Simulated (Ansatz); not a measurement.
Species: LaCl₂, charge 1, multiplicity 1. SMILES of the parent species: [Cl][La][Cl]

Atoms: La1, Cl2, Cl3. Bonds: La1-Cl2, La1-Cl3.

Bond lengths (Å) and angles (degrees) optimised at PBE/6-31G* with LANL2DZ past Ar with Ansatz (an electronic-structure program); B3LYP/LANL2DZ with Ansatz; MP2/6-31G* with LANL2DZ past Ar with Ansatz, each started from the B3LYP-D3(BJ)/def2-TZVP structure (Ansatz) of the last column. A row stands for all coordinates that are equal there. 6-31G* holds six Cartesian d functions. No wavenumbers were computed at PBE/6-31G* with LANL2DZ past Ar, B3LYP/LANL2DZ, MP2/6-31G* with LANL2DZ past Ar, so these may be saddle points.

```tsv
coordinate	PBE/6-31G* with LANL2DZ past Ar	B3LYP/LANL2DZ	MP2/6-31G* with LANL2DZ past Ar	B3LYP-D3(BJ)/def2-TZVP
La1-Cl2	2.536	2.579	2.565	2.518
Cl2-La1-Cl3	103.7	105.9	107.1	107.8
```

Mean signed difference of all 2 bond lengths from B3LYP-D3(BJ)/def2-TZVP: PBE/6-31G* with LANL2DZ past Ar 0.018 Å, B3LYP/LANL2DZ 0.061 Å, MP2/6-31G* with LANL2DZ past Ar 0.048 Å.
